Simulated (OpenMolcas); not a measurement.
A calculation on Co+.

| Property | Result |
| --- | --- |
| Program | OpenMolcas |
| Method | SS-CASPT2, IPEA 0.25 Eh, imaginary shift 0.1 Eh (closed shells correlated: 3s 3p) |
| Basis | ANO-RCC-VQZP [7s6p4d3f2g1h] |
| Scalar Hamiltonian | DKH2, point nucleus |
| Active space | 8 electrons in 6 orbitals (3d 4s) |
| State averaging | 2S+1 = 3 even, 55 roots; 2S+1 = 5 even, 10 roots kept (CI in the orbitals of an earlier block); 2S+1 = 1 even, 33 roots kept (CI in the orbitals of an earlier block) |
| Spin-orbit coupling | state interaction with AMFI integrals over the reference wave functions, term energies averaged over their components |

(1) Which level of the active space comes out lowest?

(2) How high does 3d⁸ ³P₁ lie?

(3) How high does 3d⁷ 4s ⁵F₄ lie?

(4) How high does 3d⁸ ³P₂ lie?

(5) The level at 11170 cm⁻¹ has J = 2. What is it made of, and what is its g factor?

Measured values: NIST Handbook of Basic Atomic Spectroscopic Data.

Results:

(1) 3d⁸ ³F₄, with 100 % of that term; it is also the measured ground level.

(2) 13800 cm⁻¹ above the lowest level.

(3) 718 cm⁻¹ above the lowest level; measured 4029 cm⁻¹ above the ground level, so the calculation is off by -82 %.

(4) 13540 cm⁻¹ above the lowest level.

(5) 88 % 3d⁸ ¹D₂, 11 % 3d⁸ ³P; g = 1.052, against 1.000 from Landé's formula for the pure leading term.

CASPT2 breaks the degeneracy within a term, and the mean is taken; among the terms shown or strongly mixed into the levels shown the widest spread is 1500 cm-1 (3d⁷ 4s ⁵F). Over all roots computed the reference weight is 0.87 to 0.92; the roots of lowest weight are the least certain, and an intruder state may touch them. Terms from blocks run as CI alone lack orbitals of their own. A single d shell beside an s shell can misplace configurations of different d count against each other. The CASPT2 spread within a term exceeds the gap to the next term for 3d⁸ ³F and 3d⁷ 4s ⁵F, so the order of their levels is uncertain, and so are names and mixing where such terms share a J. Computed and measured levels are paired by configuration, term and J; levels that our copy of the source lacks, or whose pairing is in doubt (as where it misses far off the trend of its configuration), stay unpaired and out of the deviations. Levels of configurations outside the active space are missing.
